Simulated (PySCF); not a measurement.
## Nuclear quadrupole coupling in `C[O+]1[AlH2-][O+](C)[AlH-]1[F]`

C₂H₉Al₂FO₂.
Z-matrix (Å and degrees, PBE0-D3(BJ)/def2-SVP geometry), rows numbered from 1:
```
C 
O   1  1.4124
Al  2  1.8684  1  130.21
O   3  1.8683  2   79.81  1   179.79
C   4  1.4124  3  130.23  2  -174.93
Al  4  1.8412  3   99.50  2     1.04
F   6  1.6736  2  111.40  1   -71.36
H   1  1.1003  2  110.10  3  -145.26
H   1  1.1005  2  110.05  3   -26.31
H   1  1.1014  2  110.66  3    94.02
H   3  1.5897  2  112.22  1    70.43
H   3  1.5901  2  111.74  1   -70.35
H   5  1.1005  4  110.08  3   141.26
H   5  1.1013  4  110.63  3   -98.00
H   5  1.1006  4  110.05  3    22.32
H   6  1.5766  2  115.44  1    64.85
```

Field gradients from the PBE0/pcSseg-1 density (PySCF, non-relativistic), principal values in atomic units, ordered |Vxx| ≤ |Vyy| ≤ |Vzz|:

| atom | Vxx | Vyy | Vzz |
| --- | --- | --- | --- |
| O2 | -0.2606 | -1.3304 | 1.5910 |
| Al3 | 0.0281 | 0.7203 | -0.7483 |
| O4 | -0.2603 | -1.3301 | 1.5904 |
| Al6 | 0.0103 | 0.5340 | -0.5443 |

Q: Find the asymmetry η = (Vxx − Vyy)/Vzz and the couplings χ = eQV/h (234.96 MHz × Q in barn × V in au), with Q(17O) = −0.0256 b, Q(27Al) = 0.1466 b.

A: 
```csv
atom,environment,nucleus,η,χzz (MHz),χxx (MHz),χyy (MHz)
O2,oxygen bonded to 2 Al and C,17O,0.67,-9.57,1.57,8.00
Al3,aluminium bonded to 2 O and 2 H,27Al,0.92,-25.78,0.97,24.81
O4,oxygen bonded to 2 Al and C,17O,0.67,-9.57,1.57,8.00
Al6,"aluminium bonded to F, 2 O and H",27Al,0.96,-18.75,0.35,18.39
```

At Al3 and Al6 η is above 0.9: Vyy and Vzz are nearly equal in size and opposite in sign, so a small change could swap them and flip the sign of χzz. The tensor is traceless: Vxx + Vyy + Vzz = 0.

Q: What is Vzz at O4 in SI units (1 au = 9.71736 × 10²¹ V/m²)?

A: 1.5904 au = 15.454 × 10²¹ V/m².

Were the hydrogens deuterons (Q(2H) = 0.00286 b), χzz would run from 72 kHz (H11 and H12) to 189 kHz (H9, H15, H8, H14 and 2 more).

Isolated species at its PBE0-D3(BJ)/def2-SVP geometry, gas phase. With a basis this small, the couplings can be 20 % off.
